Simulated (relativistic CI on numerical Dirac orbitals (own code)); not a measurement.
**d1 to d9 in one octahedral field**

Computed with a parametric ligand-field model without spin-orbit coupling, by exact diagonalisation: B = 640, C = 2670, 10Dq = 22700 cm⁻¹ (Oh; |10Dq|/B = 35.5) for every shell. Energies in cm⁻¹; the field energy is (0.6 n_e − 0.4 n_t2) × 10Dq of the ground term; g labels are left out.

| Shell | Ground term | Electrons in e | Field energy | First spin-allowed bands | Lowest term of other spin |
| --- | --- | --- | --- | --- | --- |
| d1 | 2T2 | 0.000 | -9080 | 2E 22700 |  |
| d2 | 3T1 | 0.017 | -17768 | 3T2 21289, 3T1 29478 | 1T2 9468 |
| d3 | 4A2 | 0.000 | -27240 | 4T2 22700, 4T1 29550 | 2E 12894 |
| d4 | 3T1 | 0.026 | -35721 | 3E 20284, 3T1 20957 | 5E 6354 |
| d5 | 2T2 | 0.048 | -44315 | 2A2 19466, 2T1 19692 | 4T1 10141 |
| d6 | ? | ? | ? | ? | ? |
| d7 | 2E | 1.025 | -40281 | 2T1 20760, 2T2 21367 | 4T1 9763 |
| d8 | 3A2 | 2.000 | -27240 | 3T2 22700, 3T1 29550 | 1E 10353 |
| d9 | 2E | 3.000 | -13620 | 2T2 22700 |  |

(1) Fill in the row of d6.

Results:

(1) Ground term: 1A1; Electrons in e: 0.036; Field energy: -53672; First spin-allowed bands: 1T1 20915, 1T2 29498; Lowest term of other spin: 3T1 15192. Low spin: d4, d5, d6, d7; the other shells keep the spin of the free ion. Only d4 to d7 can choose; the field needed to pair spins is smallest for d6 and largest for d5, which loses most exchange energy. In the strong-field picture 10Dq must exceed about 6B + 5C = 17190 (d4), 7.5B + 5C = 18150 (d5), 2.5B + 4C = 12280 (d6) and 4B + 4C = 13240 (d7); mixing of terms shifts these bounds somewhat.
